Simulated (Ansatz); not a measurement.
Reaction (redistribution): `C[Si](F)(F)[GeH3]` + `O[SiH2]C#C[SiH3]` → `O[SiH2]C#[C][GeH3]` + `C[Si](F)(F)[SiH3]`

Gas-phase electronic energies from Ansatz, PBE0-D4/def2-TZVP geometries. CBS: MP2 limit from def2 TZ/QZ plus the TZ coupled-cluster correction, frozen cores. Functionals use def2-TZVPP. B3LYP here is the variant with VWN-RPA as its local correlation; programs differ in this. For Ge outer-core shells are correlated without core-valence functions, which leaves a few kJ/mol of doubt a bond. Scalar relativity is left out up to krypton. One conformer a species, not always the lowest.

```csv
level,ΔE (kJ/mol),difference from CCSD(T)/CBS
PBE-D4,33.7,-0.7
r2SCAN-D4,36.8,2.4
PBE0-D4,33.1,-1.3
B3LYP-D4,37.1,2.7
ωB97X-V,31.7,-2.7
ωB97M-V,37.1,2.7
B2PLYP,35.3,0.9
PBE,33.6,-0.8
r2SCAN,36.8,2.4
PBE0,33.1,-1.3
B3LYP,37.0,2.6
HF/def2-TZVPP,31.9,-2.5
MP2/def2-TZVPP,33.0,-1.4
SCS-MP2/def2-TZVPP,31.7,-2.7
CCSD/def2-TZVPP,30.6,-3.8
CCSD(T)/def2-TZVPP,30.2,-4.2
HF/def2-QZVPP,32.4,-2.0
MP2/def2-QZVPP,35.6,1.2
SCS-MP2/def2-QZVPP,33.9,-0.5
HF/CBS(def2),32.5,-1.9
MP2/CBS(def2),37.2,2.8
CCSD/CBS(def2),34.8,0.4
CCSD(T)/CBS,34.4,0
```

Largest T1 diagnostic among the species: 0.012.
